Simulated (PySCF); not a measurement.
Compound: C4H6OSi2.
Numbering: `[CH:1]#[C:2][Si@H:3]1[CH:4]=[CH:5][SiH2:6][O:7]1` (hydrogens: H8 on C1; H9 on Si3; H10 on C4; H11 on C5; H12, H13 on Si6)

Computed, not measured: TDDFT PBE0/def2-SVPD, vertical, gas phase, core orbitals frozen in the response (PySCF). Isolated species at its GFN2-xTB geometry, gas phase.

Kohn–Sham orbitals with the atoms that hold most of them (Löwdin shares over 4%, at most four atoms; ? is withheld):

```csv
orbital,ε (eV),atoms
LUMO+2,0.09,"C1 26%, C2 25%, Si3 18%, C4 7%"
LUMO+1,-0.49,"C2 22%, C1 22%, Si3 22%, O7 6%"
LUMO,-0.92,?
HOMO,?,?
HOMO-1,-8.27,"C4 26%, C5 23%, Si3 10%, Si6 9%"
HOMO-2,-8.46,"C2 40%, C1 39%, O7 9%"
HOMO-3,-8.85,"O7 17%, C5 17%, Si6 15%, C2 10%"
```

Task: Which atoms hold the LUMO, and with what shares?

Result: C5 (bonded to C, Si and H) 33%; C4 (bonded to C, Si and H) 32%; Si3 (bonded to 2 C, O and H) 8%; Si6 (bonded to C, O and 2 H) 7%. By element: carbon 64% or more, silicon 15%.

Task: Give the leading atoms of the HOMO.

Result: C1 (bonded to C and H) 24%; C2 (bonded to C and Si) 24%; C4 (bonded to C, Si and H) 17%; C5 (bonded to C, Si and H) 15%.

Task: What is the HOMO energy, and the HOMO–LUMO gap?

Result: ε(HOMO) = -8.16 eV; the gap is 7.23 eV (0.2659 hartree).

Task: How does S1 compare with the orbital gap of 7.23 eV?

Result: S1 is at 5.88 eV (f = 0.011), 1.35 eV below the gap, made of HOMO→LUMO (49%), HOMO-1→LUMO (17%), HOMO→LUMO+1 (11%). Without the coupling terms of the response equations the lowest excitation would equal the gap.

Next come S2 at 5.96 eV (f 0.0023), HOMO→LUMO+1 (53%), HOMO→LUMO (9%); S3 at 6.25 eV (f 0.0015), HOMO-2→LUMO (42%), HOMO-2→LUMO+2 (18%), HOMO-2→LUMO+1 (13%); S4 at 6.34 eV (f 0.0049), HOMO-2→LUMO+1 (24%), HOMO→LUMO+2 (17%), HOMO-2→LUMO (15%); S5 at 6.58 eV (f 0.101), HOMO-1→LUMO (40%), HOMO-3→LUMO (29%).
